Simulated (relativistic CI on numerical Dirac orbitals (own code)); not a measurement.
**Crystal-field levels of Ir7+, 5d2**

Calculated by Dirac-Coulomb-Breit CI, separate exchange-only KLI orbitals for each configuration, a model potential for QED, valence Slater integrals scaled by 0.9, one configuration in a parametric crystal field (own radial code). With so little scaling, terms lie 10 to 35 % too far apart, which can change the order of excited levels.

Field parameters in Wybourne normalisation: Oh B⁴₀ = 21Dq, B⁴₄ = √(5/14) B⁴₀. The field is a parameter set, without covalency.

S is read from ⟨S²⟩ = S(S + 1).

Levels (cm⁻¹, degeneracy): 0 (2), 1061 (3), 10339 (3), 12314 (1), 19076 (3), 21393 (2), 29454 (1), 32335 (3), 33576 (3), 34469 (2), 34531 (1), 41893 (3).

(1) Which field gives this pattern?
A. Oh, 10Dq = 41950 cm⁻¹
B. Oh, 10Dq = 25950 cm⁻¹
C. Oh, 10Dq = 33950 cm⁻¹
D. Oh, 10Dq = 18000 cm⁻¹

Answers

(1) B. Oh, 10Dq = 25950 cm⁻¹, ground level with S = 0.95.
